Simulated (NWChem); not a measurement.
System: CH₄ClFOSi; SMILES CO[Si@H](F)Cl

Parts of the log:

```
             Northwest Computational Chemistry Package (NWChem) 7.3.0
             --------------------------------------------------------

 C1  symmetry detected

                             Geometry "geometry" -> ""
                             -------------------------

 Output coordinates in angstroms (scale by  1.889725989 to convert to a.u.)

  No.       Tag          Charge          X              Y              Z
 ---- ---------------- ---------- -------------- -------------- --------------
    1 C                    6.0000    -1.07146376     1.89940506    -0.52675691
    2 O                    8.0000    -0.24379605     1.37863311     0.50542840
    3 Si                  14.0000     0.54639873    -0.06718095     0.48897042
    4 F                    9.0000     1.77405449    -0.05292109    -0.58331813
    5 Cl                  17.0000    -0.73071747    -1.57962059    -0.11361736
    6 H                    1.0000    -1.78413326     1.13372113    -0.90369160
    7 H                    1.0000    -0.46371793     2.26932867    -1.38064801
    8 H                    1.0000    -1.64996985     2.74836383    -0.11200880
    9 H                    1.0000     1.08309629    -0.30653571     1.84923520

 Effective nuclear repulsion energy (a.u.)     306.4866435363

  xc_inp: hfexch multiplicative factor not found.

                                 NWChem DFT Module
                                 -----------------

 Summary of "ao basis" -> "ao basis" (spherical)
 ------------------------------------------------------------------------------
       Tag                 Description            Shells   Functions and Types
 ---------------- ------------------------------  ------  ---------------------
 C                          6-311g**                 8       18   4s3p1d
 O                          6-311g**                 8       18   4s3p1d
 Si                         6-311g**                12       26   6s5p1d
 F                          6-311g**                 8       18   4s3p1d
 Cl                         6-311g**                12       26   6s5p1d
 H                          6-311g**                 4        6   3s1p

            General Information
            -------------------
          SCF calculation type: DFT
          Wavefunction type:  closed shell.
          No. of atoms     :     9
          No. of electrons :    58
           Alpha electrons :    29
            Beta electrons :    29
          Charge           :     0
          Spin multiplicity:     1
          Use of symmetry is: off; symmetry adaption is: off
          Maximum number of iterations: 150
          AO basis - number of functions:   130
                     number of shells:    64
          Convergence on energy requested:  1.00D-06
          Convergence on density requested:  1.00D-05
          Convergence on gradient requested:  5.00D-04

              XC Information
              --------------
                     Hartree-Fock (Exact) Exchange  1.000

      Superposition of Atomic Density Guess
      -------------------------------------

 Sum of atomic energies:        -962.16264064

      Non-variational initial energy
      ------------------------------

 Total energy =    -963.711889
 1-e energy   =   -1940.699203
 2-e energy   =     670.500670
 HOMO         =      -0.394269
 LUMO         =       0.059482

     ---------------------------------------------
      Total Density - Mulliken Population Analysis
     ---------------------------------------------

    Atom       Charge   Shell Charges
 -----------   ------   -------------------------------------------------------
    1 C    6     6.10   1.10  0.89  0.52  0.77  1.42  0.48  0.84  0.07
    2 O    8     8.79   1.08  0.91  1.00  1.02  2.26  0.78  1.73  0.01
    3 Si  14    12.40   0.79  1.18  0.96  1.03  0.72  0.26  1.94  3.95  0.44  0.80  0.09  0.24
    4 F    9     9.61   1.08  0.92  1.21  1.10  2.54  0.85  1.90  0.00
    5 Cl  17    17.44   0.78  1.19  0.91  1.08  1.00  1.00  7.41 -1.50  1.03  3.21  1.31  0.01
    6 H    1     0.86   0.24  0.45  0.14  0.02
    7 H    1     0.86   0.24  0.45  0.14  0.02
    8 H    1     0.85   0.24  0.46  0.13  0.02
    9 H    1     1.10   0.22  0.55  0.32  0.01

   convergence    iter        energy       DeltaE   RMS-Dens  Diis-err
 ---------------- ----- ----------------- --------- --------- ---------
 d= 0,ls=0.0,diis     1   -963.0662692023 -1.27D+03  4.71D-03  7.29D-01
 d= 0,ls=0.0,diis     2   -963.1322594000 -6.60D-02  1.53D-03  2.43D-01
 d= 0,ls=0.0,diis     3   -963.1512036253 -1.89D-02  4.90D-04  5.42D-03
 d= 0,ls=0.0,diis     4   -963.1520156068 -8.12D-04  1.34D-04  3.57D-04
 d= 0,ls=0.0,diis     5   -963.1520741326 -5.85D-05  3.65D-05  2.22D-05
  Resetting Diis
 d= 0,ls=0.0,diis     6   -963.1520783014 -4.17D-06  1.17D-05  2.47D-06
 d= 0,ls=0.0,diis     7   -963.1520787564 -4.55D-07  4.10D-06  3.40D-07

         Total DFT energy =     -963.152078756385
      One electron energy =    -1943.045792681665
           Coulomb energy =      746.424043182491
    Exchange-Corr. energy =      -73.016972793526
 Nuclear repulsion energy =      306.486643536315

 Numeric. integr. density =        0.000000000000

                       DFT Final Molecular Orbital Analysis
                       ------------------------------------

 Vector   27  Occ=2.000000D+00  E=-4.934169D-01
              MO Center= -5.6D-01,  3.5D-01, -9.5D-02, r^2= 4.2D+00
   Bfn.  Coefficient  Atom+Function         Bfn.  Coefficient  Atom+Function
  ----- ------------  ---------------      ----- ------------  ---------------
    96      0.267134  5 Cl px                98     -0.219057  5 Cl pz
    29      0.194184  2 O  px                31     -0.189894  2 O  pz
    25      0.172853  2 O  px                27     -0.170158  2 O  pz
   114     -0.166526  7 H  s                 87     -0.147316  5 Cl px
    99      0.147704  5 Cl px                97     -0.141570  5 Cl py

 Vector   28  Occ=2.000000D+00  E=-4.812657D-01
              MO Center= -5.3D-01, -1.3D+00,  6.6D-02, r^2= 2.2D+00
   Bfn.  Coefficient  Atom+Function         Bfn.  Coefficient  Atom+Function
  ----- ------------  ---------------      ----- ------------  ---------------
    98      0.400049  5 Cl pz                97     -0.311023  5 Cl py
    96      0.241865  5 Cl px               101      0.229231  5 Cl pz
    89     -0.220331  5 Cl pz               100     -0.180489  5 Cl py
    88      0.171980  5 Cl py                95      0.155032  5 Cl pz
   126     -0.142605  9 H  s                 99      0.136942  5 Cl px

 Vector   29  Occ=2.000000D+00  E=-4.758970D-01
              MO Center= -5.8D-01,  2.3D-03, -6.0D-02, r^2= 3.9D+00
   Bfn.  Coefficient  Atom+Function         Bfn.  Coefficient  Atom+Function
  ----- ------------  ---------------      ----- ------------  ---------------
    98      0.321898  5 Cl pz                29      0.239002  2 O  px
    96     -0.207974  5 Cl px                25      0.202675  2 O  px
   101      0.184545  5 Cl pz                97      0.182619  5 Cl py
    30      0.178153  2 O  py                89     -0.177142  5 Cl pz
    26      0.149389  2 O  py                21      0.133718  2 O  px

 Vector   30  Occ=0.000000D+00  E= 1.445725D-01
              MO Center= -3.1D-01,  3.2D-01, -3.1D-01, r^2= 8.5D+00
   Bfn.  Coefficient  Atom+Function         Bfn.  Coefficient  Atom+Function
  ----- ------------  ---------------      ----- ------------  ---------------
    10      1.149587  1 C  s                 56      0.783055  3 Si py
   109     -0.721480  6 H  s                 42     -0.702004  3 Si s
   115     -0.700176  7 H  s                 86      0.572454  5 Cl s
   121     -0.527681  8 H  s                 99      0.371115  5 Cl px
    57      0.354166  3 Si pz               100      0.273279  5 Cl py

 Vector   31  Occ=0.000000D+00  E= 1.493277D-01
              MO Center=  6.4D-01,  1.1D-01,  5.3D-01, r^2= 6.7D+00
   Bfn.  Coefficient  Atom+Function         Bfn.  Coefficient  Atom+Function
  ----- ------------  ---------------      ----- ------------  ---------------
    55      1.121847  3 Si px                86      0.694472  5 Cl s
    42     -0.645578  3 Si s                115      0.484466  7 H  s
    56      0.436827  3 Si py               100      0.341432  5 Cl py
    72     -0.315723  4 F  s                 12     -0.269878  1 C  py
   127      0.266491  9 H  s                 57     -0.263182  3 Si pz

 Vector   32  Occ=0.000000D+00  E= 1.600916D-01
              MO Center= -1.3D-01,  9.9D-01,  2.3D-01, r^2= 8.5D+00
   Bfn.  Coefficient  Atom+Function         Bfn.  Coefficient  Atom+Function
  ----- ------------  ---------------      ----- ------------  ---------------
    10      1.476453  1 C  s                 56     -0.939094  3 Si py
   121     -0.812236  8 H  s                 55      0.637613  3 Si px
   115     -0.480647  7 H  s                127     -0.405389  9 H  s
    28      0.360609  2 O  s                109     -0.270704  6 H  s
    99     -0.233330  5 Cl px                72     -0.150300  4 F  s

     ---------------------------------------------
      Total Density - Mulliken Population Analysis
     ---------------------------------------------

    Atom       Charge   Shell Charges
 -----------   ------   -------------------------------------------------------
    1 C    6     5.99   1.10  0.89  0.56  0.72  1.49  0.42  0.71  0.10
    2 O    8     8.71   1.08  0.91  0.94  0.97  2.15  0.87  1.78  0.01
    3 Si  14    12.55   0.79  1.18  0.96  1.03  0.75  0.07  1.95  3.95  0.55  0.94  0.01  0.37
    4 F    9     9.51   1.08  0.92  1.14  1.07  2.42  0.91  1.97  0.00
    5 Cl  17    17.38   0.78  1.19  0.91  1.08  0.97  1.05  7.41 -1.49  0.99  3.18  1.30  0.02
    6 H    1     0.90   0.26  0.53  0.09  0.02
    7 H    1     0.90   0.26  0.53  0.09  0.02
    8 H    1     0.89   0.26  0.53  0.08  0.02
    9 H    1     1.17   0.24  0.63  0.29  0.01

     -------------------------------------------
      Total Density - Lowdin Population Analysis
     -------------------------------------------

    Atom       Charge   Shell Charges
 -----------   ------   -------------------------------------------------------
    1 C    6     5.89   1.05  0.93  0.55  0.48  1.40  0.33  0.97  0.19
    2 O    8     8.31   1.03  0.95  0.95  0.85  2.13  0.62  1.76  0.01
    3 Si  14    13.16   0.90  1.08  0.94  1.00  0.49  0.32  2.15  3.55  0.76  0.99  0.44  0.54
    4 F    9     9.32   1.03  0.96  1.16  1.01  2.41  0.80  1.96  0.00
    5 Cl  17    17.16   0.90  1.08  0.94  1.03  0.87  0.94  4.49  0.93  1.67  2.80  1.47  0.02
    6 H    1     1.00   0.28  0.47  0.19  0.06
    7 H    1     1.00   0.28  0.47  0.19  0.06
    8 H    1     0.99   0.28  0.47  0.18  0.06
    9 H    1     1.17   0.26  0.56  0.32  0.03

     Multipole analysis of the density
     ---------------------------------

     L   x y z        total         alpha         beta         nuclear
     -   - - -        -----         -----         ----         -------
     0   0 0 0     -0.000000    -29.000000    -29.000000     58.000000

     1   1 0 0     -0.399606     -0.199803     -0.199803      0.000000
     1   0 1 0      0.496264      0.248132      0.248132      0.000000
     1   0 0 1      0.111175      0.055587      0.055587      0.000000

     2   2 0 0    -33.444555   -117.139938   -117.139938    200.835321
     2   1 1 0     -2.155102      7.096579      7.096579    -16.348261
     2   1 0 1      2.453800     -3.556783     -3.556783      9.567366
     2   0 2 0    -32.592438   -183.138000   -183.138000    333.683563
     2   0 1 1     -2.388016      3.434371      3.434371     -9.256758
     2   0 0 2    -32.086529    -45.491413    -45.491413     58.896296
```

Level: Hartree-Fock/6-311G** (spherical d). Geometry: optimised at PBE-D3(BJ)/def2-SVP.

Task: Write an input that gives this output.

Result: One answer among several that fit: the input that was run:
```
start job
memory heap 200 mb stack 900 mb global 1100 mb
geometry units angstroms noautoz
  C     -0.920610     2.049191    -0.478866
  O     -0.125747     1.444516     0.533164
  Si     0.522467    -0.069828     0.492694
  F      1.724026    -0.164811    -0.604748
  Cl    -0.904952    -1.449366    -0.091225
  H     -1.710505     1.357606    -0.844961
  H     -0.297688     2.365709    -1.343223
  H     -1.407038     2.946370    -0.047735
  H      1.061196    -0.369030     1.840249
end
basis spherical
  C library 6-311g**
  O library 6-311g**
  Si library 6-311g**
  F library 6-311g**
  Cl library 6-311g**
  H library 6-311g**
end
dft
  xc hfexch
  iterations 150
  mulliken
end
task dft energy
```
